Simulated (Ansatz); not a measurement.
This geometry of BClF2 + H2 (6 atoms, charge 0, multiplicity 1) is a first-order saddle point.

These are results of Ansatz 0.2.0, RKS PBE-D4/def2-SVP, not measurements.

```xyz
6
Properties=species:S:1:pos:R:3
B -0.069 -0.280 -0.013
F -0.072 0.063 1.595
F 1.116 0.071 -0.516
Cl -1.569 0.260 -0.789
H -0.118 -1.578 0.314
H -0.097 -1.041 1.272
```

Question: Which two structures does it join? (They come from a converged band through this point; their orientation in space is the band's.)

Answer: Bonds broken: B1–F2, H5–H6. Bonds formed: B1–H5, F2–H6. BClF2 + H2 becomes BClFH + FH.

First end point:

```xyz
6
Properties=species:S:1:pos:R:3
B -0.025 0.472 -0.035
F -0.021 0.810 1.245
F 1.126 0.226 -0.638
Cl -1.532 0.376 -0.925
H -0.251 -2.371 0.775
H -0.106 -2.017 1.442
```

Last end point:

```xyz
6
Properties=species:S:1:pos:R:3
B -0.073 -0.446 -0.410
F -0.056 -0.021 1.856
F 1.097 0.134 -0.639
Cl -1.552 0.386 -0.890
H -0.115 -1.619 -0.092
H -0.110 -0.940 2.038
```

Question: How far does it lie above each of them?

Answer: 1.76 eV above the first and 0.45 eV above the second. This is the barrier of this one path; another mechanism may lie lower. The orbitals stay closed-shell, which can raise the energy where a bond breaks towards radicals; this wasn't checked here.

Run time: 2.8 min on 1 thread of AMD EPYC 9R45 96-Core Processor (Zen 5), with other jobs on the host, peak memory 0.14 GiB.
